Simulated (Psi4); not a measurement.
C6H14Se (SMILES CC[Se]C(C)(C)C), singlet, at a GFN2-xTB geometry, atoms displaced at random by about 0.03 Å a coordinate; R2SCAN/STO-3G, gradient (Psi4).

Input for Psi4:
```
memory 2 GB

molecule {
0 1
  Se    0.29715730    0.56677143    0.54847715
  C    -1.40630464    1.21333267   -0.32512826
  C    -1.92427156    2.38905892    0.53718778
  H    -2.11818838    0.39207567   -0.31752928
  H    -1.18955710    1.51501123   -1.35023995
  H    -1.24598615    3.23534379    0.53149964
  H    -2.17817288    2.17800764    1.54194789
  H    -2.88103703    2.76408547    0.06549719
  C     0.54425012   -1.15687944   -0.42210451
  C    -0.64986290   -2.17193408   -0.03215167
  C     0.50417276   -0.94822063   -1.94188876
  C     1.93842039   -1.65324427    0.00940808
  H    -0.39600913   -3.16539517   -0.45514853
  H    -1.52225299   -1.82940324   -0.23757410
  H    -0.53622094   -2.31355133    1.06862308
  H    -0.47117837   -0.64626476   -2.23998405
  H     1.30765332   -0.24317894   -2.21201950
  H     0.71617184   -1.88202283   -2.47384574
  H     2.71428375   -0.97386698   -0.28628217
  H     1.99418229   -1.76921026    1.06449863
  H     2.17727222   -2.63711977   -0.46338864
symmetry c1
no_reorient
no_com
}

set basis sto-3g

gradient('r2scan')
print_variables()
```

Output, abridged:

```
gradient() will perform analytic gradient computation.

   => Loading Basis Set <=

    Name: STO-3G
    Role: ORBITAL
    Keyword: BASIS

         ---------------------------------------------------------
                                   SCF
               by Justin Turney, Rob Parrish, Andy Simmonett
                          and Daniel G. A. Smith
                              RKS Reference
         ---------------------------------------------------------

  ==> Geometry <==

    Molecular point group: c1
    Full point group: C1

    Geometry (in Angstrom), charge = 0, multiplicity = 1:

       Center              X                  Y                   Z               Mass
    ------------   -----------------  -----------------  -----------------  -----------------
         SE           0.297157300000     0.566771430000     0.548477150000    79.916521800000
         C           -1.406304640000     1.213332670000    -0.325128260000    12.000000000000
         C           -1.924271560000     2.389058920000     0.537187780000    12.000000000000
         H           -2.118188380000     0.392075670000    -0.317529280000     1.007825032230
         H           -1.189557100000     1.515011230000    -1.350239950000     1.007825032230
         H           -1.245986150000     3.235343790000     0.531499640000     1.007825032230
         H           -2.178172880000     2.178007640000     1.541947890000     1.007825032230
         H           -2.881037030000     2.764085470000     0.065497190000     1.007825032230
         C            0.544250120000    -1.156879440000    -0.422104510000    12.000000000000
         C           -0.649862900000    -2.171934080000    -0.032151670000    12.000000000000
         C            0.504172760000    -0.948220630000    -1.941888760000    12.000000000000
         C            1.938420390000    -1.653244270000     0.009408080000    12.000000000000
         H           -0.396009130000    -3.165395170000    -0.455148530000     1.007825032230
         H           -1.522252990000    -1.829403240000    -0.237574100000     1.007825032230
         H           -0.536220940000    -2.313551330000     1.068623080000     1.007825032230
         H           -0.471178370000    -0.646264760000    -2.239984050000     1.007825032230
         H            1.307653320000    -0.243178940000    -2.212019500000     1.007825032230
         H            0.716171840000    -1.882022830000    -2.473845740000     1.007825032230
         H            2.714283750000    -0.973866980000    -0.286282170000     1.007825032230
         H            1.994182290000    -1.769210260000     1.064498630000     1.007825032230
         H            2.177272220000    -2.637119770000    -0.463388640000     1.007825032230

  Running in c1 symmetry.

  Rotational constants: A =      0.09517  B =      0.03789  C =      0.03365 [cm^-1]
  Rotational constants: A =   2853.05715  B =   1135.91153  C =   1008.69884 [MHz]
  Nuclear repulsion =  567.005304181145902

  Charge       = 0
  Multiplicity = 1
  Electrons    = 84
  Nalpha       = 42
  Nbeta        = 42

  ==> Algorithm <==

  SCF Algorithm Type is DF.
  DIIS enabled.
  MOM disabled.
  Fractional occupation disabled.
  Guess Type is SAD.
  Energy threshold   = 1.00e-08
  Density threshold  = 1.00e-08
  Integral threshold = 1.00e-12

  ==> Primary Basis <==

  Basis Set: STO-3G
    Blend: STO-3G
    Number of shells: 40
    Number of basis functions: 62
    Number of Cartesian functions: 63
    Spherical Harmonics?: true
    Max angular momentum: 2

  ==> DFT Potential <==

   => LibXC <=

    Version 7.1.2
    S. Lehtola, C. Steigemann, M. J. T. Oliveira, and M. A. L. Marques,  SoftwareX 7, 1–5 (2018) (10.1016/j.softx.2017.11.002)

   => Composite Functional: R2SCAN <=

    r2SCAN Meta-GGA XC Functional  (0.1021/acs.jpclett.0c02405)
    J. W. Furness, A. D. Kaplan, J. Ning, J. P. Perdew, J. Sun  J. Phys. Chem. Lett.  11, 8208–8215, 2020

    Deriv               =              1
[...]
  @DF-RKS Final Energy: -2609.07310137668992
    Total Energy =                      -2609.0731013766899196
[...]

  Basis Set: STO-3G
    Blend: STO-3G
    Number of shells: 40
    Number of basis functions: 62
    Number of Cartesian functions: 63
    Spherical Harmonics?: true
    Max angular momentum: 2

  ==> DFJKGrad: Density-Fitted SCF Gradients <==

    Gradient:                    1
    J tasked:                  Yes
    K tasked:                   No
    wK tasked:                  No
    Integrals threads:           1
    Schwarz Cutoff:          1E-12
    Fitting Condition:       1E-10

   => Auxiliary Basis Set <=

  Basis Set: (STO-3G AUX)
    Blend: DEF2-UNIVERSAL-JKFIT
    Number of shells: 294
    Number of basis functions: 968
    Number of Cartesian functions: 1185
    Spherical Harmonics?: true
    Max angular momentum: 5

  ==> DFT Potential <==

   => LibXC <=

    Version 7.1.2
    S. Lehtola, C. Steigemann, M. J. T. Oliveira, and M. A. L. Marques,  SoftwareX 7, 1–5 (2018) (10.1016/j.softx.2017.11.002)

   => Composite Functional: R2SCAN <=

    r2SCAN Meta-GGA XC Functional  (0.1021/acs.jpclett.0c02405)
    J. W. Furness, A. D. Kaplan, J. Ning, J. P. Perdew, J. Sun  J. Phys. Chem. Lett.  11, 8208–8215, 2020

    Deriv               =              1
    GGA                 =           TRUE
    Meta                =           TRUE

    Exchange Hybrid     =          FALSE
    MP2 Hybrid          =          FALSE

   => Exchange Functionals <=

    1.0000   XC_MGGA_X_R2SCAN

   => Correlation Functionals <=

    1.0000   XC_MGGA_C_R2SCAN

   => LibXC Density Thresholds  <==

    XC_MGGA_C_R2SCAN:  1.00E-15
    XC_MGGA_X_R2SCAN:  1.00E-11

   => Molecular Quadrature <=

    Radial Scheme          =       TREUTLER
    Pruning Scheme         =           NONE
    Nuclear Scheme         =       TREUTLER

    Blocking Scheme        =         OCTREE
    BS radius alpha        =              1
    Pruning alpha          =              1
    Radial Points          =             75
    Spherical Points       =            302
    Total Points           =         438886
    Total Blocks           =           3236
    Max Points             =            256
    Max Functions          =             58
    Weights Tolerance      =       1.00E-15

  -Total Gradient:
     Atom            X                  Y                   Z
    ------   -----------------  -----------------  -----------------
       1        0.014244063296    -0.004722314442     0.010329659345
       2       -0.030658389814     0.006079411530    -0.034299947097
       3        0.032809461518    -0.021782379756     0.055342923580
       4        0.009114950424     0.007641516114     0.002383640643
       5        0.001392402169    -0.005319215761     0.007400130788
       6       -0.011733205207    -0.006133032727     0.000760766933
       7        0.001578783126     0.019152128007    -0.033623446702
       8       -0.016841521649     0.005583492823    -0.007417107159
       9        0.033770653553     0.005806855293    -0.005924623006
      10       -0.196938997286     0.057085304659    -0.064482694195
      11       -0.034224731315     0.006773999319     0.000886562810
      12        0.006250998440     0.033631721388     0.023752416445
      13        0.012595809945    -0.009464091098     0.006237734601
      14        0.144017632808    -0.053384236623     0.041458865124
      15        0.010457357402    -0.002124330601     0.010778209022
      16        0.022859205810    -0.017833033974     0.012136139965
      17        0.010296175146    -0.004185700621     0.005938714309
      18       -0.001568194219     0.006635879312    -0.001827936289
      19       -0.012378386557    -0.017551859218     0.007955587044
      20       -0.000437394531     0.004829756421    -0.031532121796
      21        0.005784763357    -0.010155881527    -0.005533721155

  Variable Map:
  ----------------------------------------------------------------------------
[...]
  Array Variable Map:
  ----------------------------------------------------------------------------
[...]
[...]
```
